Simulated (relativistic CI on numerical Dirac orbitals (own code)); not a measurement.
Tc³²⁺: computed level list

Computed by Dirac-Coulomb-Breit CI, separate exchange-only KLI orbitals for each configuration, model QED (radiative potential, 1s self-energy scaled to tabulated hydrogen-like ionisation energies), unscaled Slater integrals (own radial code, finite nucleus).

Configuration list (outside the closed core [Ne]): 3s, 3p, 3d, 4s, 4p, 4d, 4f, 5s, 5p, 5d, 5f, 5g, 6s, 6p, 6d, 7s, 7p. Levels of other configurations are missing.

The lowest level is 3s ²S1/2, with 100 % of that term; Hund's rules for 3s give ²S with J = 1/2, in agreement.

| No. | Configuration | Term | J | E (10³ cm⁻¹) | % | Next component (%) | Lifetime (s) |
| --- | --- | --- | --- | --- | --- | --- | --- |
| 1 | 3s | ²S | 1/2 | 0.0 | 100 |  |  |
| 2 | 3p | ²P° | 1/2 | 586.3 | 100 |  | 6.19e-11 |
| 3 | 3p | ²P° | 3/2 | 827.2 | 100 |  | 2.15e-11 |
| 4 | 3d | ²D | 3/2 | 1593.7 | 100 |  | 1.51e-11 |
| 5 | 3d | ²D | 5/2 | 1643.6 | 100 |  | 2.56e-11 |
| 6 | 4s | ²S | 1/2 | 7026.2 | 100 |  | 2.36e-13 |
| 7 | 4p | ²P° | 1/2 | 7267.0 | 100 |  | 2.08e-13 |
| 8 | 4p | ²P° | 3/2 | 7364.2 | 100 |  | 2.41e-13 |
| 9 | 4d | ²D | 3/2 | 7652.3 | 100 |  | 1.22e-13 |
| 10 | 4d | ²D | 5/2 | 7674.2 | 100 |  | 1.20e-13 |
| 11 | 4f | ²F° | 5/2 | 7822.0 | 100 |  | 5.66e-14 |
| 12 | 4f | ²F° | 7/2 | 7831.1 | 100 |  | 5.71e-14 |
| 13 | 5s | ²S | 1/2 | 10125.7 | 100 |  | 2.92e-13 |
| 14 | 5p | ²P° | 1/2 | 10246.6 | 100 |  | 2.56e-13 |
| 15 | 5p | ²P° | 3/2 | 10295.2 | 100 |  | 2.91e-13 |
| 16 | 5d | ²D | 3/2 | 10435.7 | 100 |  | 1.63e-13 |
| 17 | 5d | ²D | 5/2 | 10447.0 | 100 |  | 1.62e-13 |
| 18 | 5f | ²F° | 5/2 | 10520.3 | 100 |  | 1.06e-13 |
| 19 | 5f | ²F° | 7/2 | 10524.9 | 100 |  | 1.07e-13 |
| 20 | 5g | ²G | 7/2 | 10534.0 | 100 |  | 1.96e-13 |
| 21 | 5g | ²G | 9/2 | 10536.7 | 100 |  | 1.96e-13 |
| 22 | 6s | ²S | 1/2 | 11763.5 | 100 |  | 4.07e-13 |
| 23 | 6p | ²P° | 1/2 | 11832.4 | 100 |  | 3.56e-13 |
| 24 | 6p | ²P° | 3/2 | 11860.1 | 100 |  | 4.01e-13 |
| 25 | 6d | ²D | 3/2 | 11939.3 | 100 |  | 2.38e-13 |
| 26 | 6d | ²D | 5/2 | 11945.9 | 100 |  | 2.39e-13 |
| 27 | 7s | ²S | 1/2 | 12733.0 | 100 |  | 5.62e-13 |
| 28 | 7p | ²P° | 1/2 | 12775.9 | 100 |  | 5.09e-13 |
| 29 | 7p | ²P° | 3/2 | 12793.2 | 100 |  | 5.64e-13 |

Energies count from the lowest computed level; ° marks odd parity; lifetimes are radiative, by E1, M1, E2, M2 decay to levels of this space only.

The mean weight of the leading LS term, summed over parents, in these 29 levels is 100 %, and that of the leading jj configuration (from the same eigenvectors) 100 %.

At this charge energies of transitions that change n are usually good to better than 1 %, and those within a shell (Δn = 0) to a few per cent.
